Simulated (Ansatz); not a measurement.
Start from `C[SiH2]N` and change one atom or group to get `C[SiH](N)[CH2][AlH2]`.

Ansatz, PBE0-D4/def2-TZVP geometries, multiplicity 1. Each molecule was computed in one conformer, which needn't be the lowest.

```csv
property,`C[SiH2]N`
"ideal-gas entropy at 298 K and 1 bar (rigid rotor, harmonic PBE0-D4/def2-TZVP) / J/(mol·K)",304
LUMO energy (PBE/def2-TZVPP) / eV,-0.14
LUMO energy (ωB97M-V/def2-TZVPP) / eV,2.14
LUMO energy (PBE0/def2-TZVPP) / eV,0.69
size of the dipole moment (PBE/def2-TZVPP) / D,1.51
HOMO–LUMO gap (PBE0/def2-TZVPP) / eV,7.88
```

Problem. Give the same properties after the change, and the shifts. (Best estimate.)

Solution. Ansatz gave: 
```tsv
property	`C[SiH](N)[CH2][AlH2]`	shift
ideal-gas entropy at 298 K and 1 bar (rigid rotor, harmonic PBE0-D4/def2-TZVP) / J/(mol·K)	406	102
LUMO energy (PBE/def2-TZVPP) / eV	-2.08	-1.94
LUMO energy (ωB97M-V/def2-TZVPP) / eV	0.28	-1.86
LUMO energy (PBE0/def2-TZVPP) / eV	-1.31	-2.00
size of the dipole moment (PBE/def2-TZVPP) / D	0.91	-0.60
HOMO–LUMO gap (PBE0/def2-TZVPP) / eV	5.80	-2.08
```

With PBE0 the HOMO rises by 0.07 eV and the LUMO falls by 2.00 eV, so the gap narrows by about 2.07 eV. PBE moves the HOMO by 0.04 eV and ωB97M-V by 0.12 eV. The zero-point energy changes by 83.3 kJ/mol with +15 modes. Dipoles are sizes alone; their direction can turn. Modes under 60 cm⁻¹, often nearly free rotors, make the harmonic entropy too high.
